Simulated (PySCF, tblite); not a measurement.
Isomers of [C7H8]+ (charge +1 and doublet state), one GFN2-xTB conformer each. Single-point energies are computed at B3LYP/pcH-1 (PySCF, gas phase, no added dispersion term), electronic only. GFN2-xTB treats the open shell by occupation alone, and not every SCF solution was tested for stability.

```csv
SMILES,GFN2-xTB relative energy (kJ/mol)
[CH2+][CH]C(C)=C1C=C1,61.2
[CH2+][CH]/C=C/C#CC,0.0
```

Conformers: `[CH2+:1][CH:2][C:3]([CH3:4])=[C:5]1[CH:6]=[CH:7]1` (charge +1 and doublet state) with H–C1–C2–C3 180° and 0°, C1–C2–C3–C4 0°; `[CH2+:1][CH:2]/[CH:3]=[CH:4]/[C:5]#[C:6][CH3:7]` (charge +1 and doublet state) with H–C1–C2–C3 0° and 180°, C1–C2–C3–C4 180°.

Task: What does B3LYP/pcH-1 give for the same structures?

Result: 
```
               SMILES  B3LYP/pcH-1 E (Eh)  B3LYP/pcH-1 (kJ/mol)  GFN2-xTB (kJ/mol)  point group
  [CH2+][CH]/C=C/C#CC          -271.20715                   0.0                0.0      near Cs
[CH2+][CH]C(C)=C1C=C1          -271.18901                  47.6               61.2           Cs
```

Both levels put the same isomer lowest. As drawn, the higher has a three-membered ring, which the lower lacks.

Task: What happens when harmonic zero-point energies from GFN2-xTB frequencies are added?

Result: 
```tsv
SMILES	ZPE (kJ/mol)	electronic (kJ/mol)	with ZPE (kJ/mol)
[CH2+][CH]/C=C/C#CC	307.5	0.0	0.0
[CH2+][CH]C(C)=C1C=C1	310.6	47.6	50.7
```

The zero-point energies span 3.1 kJ/mol. The order is unchanged.
